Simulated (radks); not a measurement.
Question: Species: Os3+. Configuration: [Xe] 4f14 5d4 6f1 (not the ground configuration). Method: scalar-relativistic Kohn-Sham, PBE, spin-unpolarised, spherical densities, point nucleus; computed with a radial shooting solver on a logarithmic mesh with Libxc functionals. Some entries of the table are withheld. Estimate them.

orbital  occ.  eigenvalue (eV)  <r^2> (bohr^2)
1s          2              (1)       0.0004332
2s          2        -12908.31        0.006639
2p          6        -11243.81        0.005532
3s          2              (2)             (3)
3p          6        -2546.898         0.04388
3d         10        -2001.520         0.03637
4s          2        -673.0695          0.2104
4p          6        -512.8304          0.2400
4d         10        -314.0043          0.2766
5s          2        -132.0909           1.120
4f         14              (4)          0.3790
5p          6         -90.7921           1.489
5d          4         -43.2925           2.730
6f          1          -8.5437           53.66

Answer: 
(1) 1s eigenvalue (eV): -73922.38
(2) 3s eigenvalue (eV): -3035.543
(3) 3s <r^2> (bohr^2): 0.04297
(4) 4f eigenvalue (eV): -93.0465
